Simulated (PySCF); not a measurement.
Stretching ZrS

Set-up: PySCF, scalar-relativistic core potentials, basis sets Zr def2-TZVPP with ECP28, S def2-TZVPP. Energies in eV from Zr (4d2 5s2) + S in their ground configurations at the same level. State: ³Δ (triplet), unpaired electrons σ ↑, δ ↑.

| R (Å) | UHF-CCSD |
| --- | --- |
| 1.968 | -4.121 |
| 2.056 | -4.708 |
| 2.121 | -4.928 |
| 2.187 | -5.002 |
| 2.253 | -4.962 |
| 2.340 | -4.775 |
| 2.449 | -4.392 |
| 2.581 | -3.792 |

Problem. Put a parabola through the three lowest points of the UHF-CCSD curve and estimate Re, k and ωe (reduced mass 23.58 u; 1 eV/Å² = 0.16022 mdyn/Å; ωe = 1302.8·√(k/μ) cm⁻¹).

Solution. Through R = 2.121, 2.187, 2.253 Å the second-order coefficient is 13.1 eV/Å², so Re ≈ 2.197 Å, k ≈ 4.19 mdyn/Å and ωe ≈ 549 cm⁻¹. A polynomial fit of higher order to the unrounded UHF-CCSD energies gives Re = 2.194 Å, k = 4.12 mdyn/Å, ωe = 545 cm⁻¹; anharmonicity and rounding make the difference.

The higher-order fit for each curve: UHF-CCSD: Re = 2.194 Å, ωe = 545 cm⁻¹, De = 5.00 eV.

Correlated steps freeze 5 core orbitals. Spin–orbit coupling is left out, which matters for elements this heavy, above all for dissociation energies. The state is the lowest single determinant that the PBE0 search found; with open d or f shells the true ground state can be another one.
